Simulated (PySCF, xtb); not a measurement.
Mo(O)2(Cl)(OMe) (CH3ClMoO3), SMILES C[O][Mo](=[O])(=[O])[Cl], multiplicity 1. The values are those of a single conformer.

Harmonic wavenumbers (cm⁻¹) from GFN2-xTB (xtb) at its own minimum, in rising order: 49, 81, 89, 180, 182, 256, 267, 288, 342, 483, 901, 958, 1126, 1130, 1164, 1392, 1437, 1441, 2903, 2906, 2922.

### Question
What does PBE-D3(BJ)/def2-SVP (PySCF) give at its own minimum? (Estimate from the structure and the level; the computed values follow.)

### Answer
40, 77, 96, 167, 182, 251, 268, 334, 424, 599, 988, 1001, 1109, 1117, 1137, 1402, 1407, 1413, 2948, 3048, 3053. Paired by order, the mean absolute difference is 41 cm⁻¹ and the zero-point energies are 29.3 and 30.1 kcal/mol.
